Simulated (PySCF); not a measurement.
# Hartree-Fock beside MP2: BH4OSi cation

Calculated results; nothing here was measured. They come from PySCF 2.14.0, an open-source quantum chemistry program, on an isolated molecule that a program drew, which may never have been made. The molecule is BH4OSi cation (charge +1, singlet), drawn as the SMILES string `BO[SiH2+]`.

The geometry was optimised and harmonic frequencies were computed with HF and MP2, all in the cc-pV(D+d)Z basis, for the commonest isotopes, with a restricted reference for singlets and an unrestricted one otherwise, and a frozen core in MP2. Each result is a local minimum of its method.

Geometry at the HF minimum:
```xyz
7
BH4OSi cation, angstrom
B    -1.4294   -0.8228   -3.1105
O    -1.0631   -0.7999   -1.7484
Si   -0.6591   -0.7808   -0.2560
H    -2.4331   -1.3964   -3.3744
H    -0.6979   -0.2667   -3.8600
H    -1.1392    0.3132    0.5741
H     0.1819   -1.8574    0.2443
```

Lengths of the bonds as drawn, in Å (atoms numbered as above):
| bond | HF | MP2 |
|---|---|---|
| B1-O2 | 1.411 | 1.422 |
| O2-Si3 | 1.546 | 1.572 |
| B1-H4 | 1.186 | 1.193 |
| B1-H5 | 1.186 | 1.193 |
| Si3-H6 | 1.455 | 1.461 |
| Si3-H7 | 1.455 | 1.461 |

Rotational constants, in GHz:
| constant | HF | MP2 |
|---|---|---|
| A | 90.44 | 88.59 |
| B | 5.315 | 5.193 |
| C | 5.258 | 5.138 |

Harmonic frequencies in cm^-1, each column in rising order, so a row needn't be the same motion in every method:
| rank | HF | MP2 |
|---|---|---|
| 1 | 121 | 91 |
| 2 | 162 | 154 |
| 3 | 235 | ? |
| 4 | 748 | 703 |
| 5 | 774 | 739 |
| 6 | 798 | 739 |
| 7 | 1034 | 981 |
| 8 | 1037 | 985 |
| 9 | 1117 | 1067 |
| 10 | 1319 | 1259 |
| 11 | 1365 | 1299 |
| 12 | 2450 | 2383 |
| 13 | 2502 | 2443 |
| 14 | 2774 | 2712 |
| 15 | 2907 | 2858 |

**Estimate the missing MP2 frequency from the HF column.**

A single factor s that minimises the squared misfit of MP2 against s times HF over the other rows is sum(HF x MP2) / sum(HF^2) = 0.9712, with an rms misfit of 22 cm^-1. For rank 3 it gives 0.9712 x 235 = 228 cm^-1. The calculation gives 288 cm^-1, 60 cm^-1 above the estimate. The drawn bonds are on average 0.7 % longer in MP2 than in HF.
